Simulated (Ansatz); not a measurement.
System: HSeF, charge 0, singlet. HSeF (selenohypofluorous acid, SMILES F[SeH]).
B3LYP-D3(BJ)/def2-TZVP minimum from Ansatz (a program for electronic structure):
```
Se
F 1 1.7714
H 1 1.4778 2 94.25
```
Charge 0, spin multiplicity 1.

Hartree-Fock and CCSD correlation energies in hartree (Ansatz). UHF or UKS for unpaired electrons; spin-orbit terms are left out. Cores are frozen in correlated methods (noble-gas shells, and filled d and f shells in the p block). No relativity.

| basis | X | E(HF) | E(corr, CCSD) |
|---|---|---|---|
| cc-pVTZ | 3 | -2499.91167 | -0.42829 |
| cc-pVQZ | 4 | -2499.92617 | -0.46379 |
| cc-pV5Z | 5 | -2499.92931 | withheld |

Task: Fit E(corr) = E∞ + A/X³ to X = 3 and 4, predict X = 5, and compare with the run.

Result: A = (-0.42829 - (-0.46379))/(1/27 - 1/64) = 1.6579; E∞ = -0.46379 - A/64 = -0.48970; at X = 5, E∞ + A/125 = -0.47643. The run gave -0.47674, 0.31 mEh below the prediction. The same form on X = 4 and 5 gives E∞ = -0.49033, 0.63 mEh below the first estimate.
